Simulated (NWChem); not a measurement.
Species: SiBiH5; SMILES [BiH2][SiH3]

All runs: NWChem. def2 effective core potentials on Bi; no spin-orbit coupling. Each level has its own optimisation; frequencies are unscaled.

For level LDA (Slater exchange, VWN5)/def2-SVP:

```yaml
lowest (cm⁻¹): 92
```

Q: What are these values for level PBE/def2-SVP?

A: 
* **lowest (cm⁻¹)**: 67
